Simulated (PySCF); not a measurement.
# C6H11O: g tensor and hyperfine couplings

C6H11O (doublet state).
SMILES with atom numbers: `[CH3:1][CH:2][C:3](=[O:4])[CH:5]([CH3:6])[CH3:7]` (hydrogens: H8, H9, H10 on C1; H11 on C2; H12 on C5; H13, H14, H15 on C6; H16, H17, H18 on C7)

Geometry (GFN2-xTB, Å), atoms numbered from 1 in this order:
```xyz
18
C6H11O angstrom
C      2.838    0.556   -0.090
C      1.571   -0.188   -0.083
C      0.333    0.449    0.224
O      0.256    1.653    0.470
C     -0.902   -0.451    0.203
C     -2.028    0.163    1.026
C     -1.329   -0.636   -1.257
H      3.529    0.153    0.655
H      3.337    0.455   -1.057
H      2.648    1.606    0.120
H      1.588   -1.248   -0.287
H     -0.632   -1.427    0.619
H     -2.245    1.165    0.664
H     -1.735    0.238    2.071
H     -2.928   -0.444    0.955
H     -2.196   -1.290   -1.315
H     -1.590    0.326   -1.691
H     -0.525   -1.074   -1.846
```

The hyperfine couplings belong to this conformer and change with its torsions.

Method: UKS B3LYP, pcH-1 on C H O, non-relativistic, mean-field spin-orbit, GIAO (PySCF 2.14.0). Isolated species at its GFN2-xTB geometry (one conformer only). Couplings are sensitive to structure, and on GFN2-xTB geometries they can be far from those on DFT ones. No stability test was run, so a lower SCF solution isn't excluded.

```json
{
  "g1, g2, g3": "2.00211, 2.00410, 2.00726",
  "g_iso": "2.00449",
  "Form of g": "rhombic: the two nearest values differ by 39 % of g3 − g1",
  "⟨S²⟩": "0.7617 (exact 0.7500)",
  "HOMO–LUMO gap, α and β orbitals": "6.93, 3.55 eV",
  "Total energy": "-310.47671 Eh"
}
```

Hyperfine couplings atom by atom, in MHz; T1 to T3 are the principal values of the dipolar part; ρ(0) is the spin density at the nucleus:

```
atom  isotope  a_iso     T1     T2     T3  Mulliken spin population  ρ(0) (bohr⁻³)
  C1      13C  -26.2   -2.7    0.5    2.2                     -0.06        -0.0233
  C2      13C   64.9  -64.2  -63.3  127.5                      0.83         0.0578
  C3      13C  -36.9  -10.2    2.0    8.2                     -0.10        -0.0328
  O4      17O  -19.5  -89.4   44.6   44.9                      0.29         0.0322
  C5      13C   -2.1   -1.1    0.0    1.1                      0.00        -0.0019
  C6      13C   -1.3   -0.4   -0.3    0.6                      0.00        -0.0012
  C7      13C    6.7   -1.3   -0.9    2.3                      0.00         0.0060
  H8       1H  102.9   -4.8   -3.0    7.8                      0.04         0.0230
  H9       1H   98.1   -4.8   -2.9    7.7                      0.04         0.0219
 H10       1H    2.1   -4.2   -2.2    6.5                      0.00         0.0005
 H11       1H  -50.2  -30.5   -1.5   32.0                     -0.03        -0.0112
 H12       1H    4.3   -3.2   -2.3    5.6                      0.00         0.0010
 H13       1H    0.6   -1.7   -1.4    3.1                      0.00         0.0001
 H14       1H    1.1   -1.5   -1.0    2.5                      0.00         0.0003
 H15       1H   -0.5   -0.8   -0.7    1.5                      0.00        -0.0001
 H16       1H    3.1   -1.2   -0.9    2.1                      0.00         0.0007
 H17       1H    0.5   -1.9   -1.0    2.9                      0.00         0.0001
 H18       1H    3.9   -3.3   -1.4    4.7                      0.00         0.0009
```

The largest Mulliken spin populations are on C2 (+0.83), O4 (+0.29), C3 (-0.10) and C1 (-0.06). The positive populations add up to 1.20 and the negative ones to -0.20, together 2S = 1. The angles at C2 add up to 360.0°, so it is planar; its axial dipolar tensor and the negative coupling of its proton fit spin in a p orbital normal to that plane.

Axes: g3 points within 11° of the C3–O4 bond.

Under fast tumbling the dipolar parts average out, and these isotropic splittings remain: 3 × 1H (H8/H9/H10, I = 1/2, 4 lines) with 2.41 mT, 1 × 1H (H11, I = 1/2, 2 lines) with 1.79 mT, 1 × 1H (H12, I = 1/2, 2 lines) with 0.15 mT and 6 × 1H (H13 (×6), I = 1/2, 7 lines) with 0.05 mT.

Nuclei that the bonding pattern makes equivalent are averaged, as if the motion that swaps them (rotation, inversion, ring flip) were fast. The three 1H nuclei of mean +67.7 MHz run from 2.1 to 102.9 MHz in the frozen geometry.

The 17O coupling of O4 (-19.5 MHz) shows only in satellite lines or after enrichment, since that isotope makes up about 0.038 % of natural oxygen.

The 13C coupling of C2 (64.9 MHz) shows only in satellite lines or after enrichment, since that isotope makes up about 1.07 % of natural carbon.

β density exceeds α density at some nuclei, such as C3 (-0.0328), C1 (-0.0233) and H11 (-0.0112), spin density in bohr⁻³. In a single determinant that takes different orbitals for the two spins, that is spin polarisation.

Time: 45 s wall (grids of density and orbitals included); peak memory 1.1 GiB. Hardware: one thread of an Intel Xeon 6975P-C, no GPU, on a shared host.
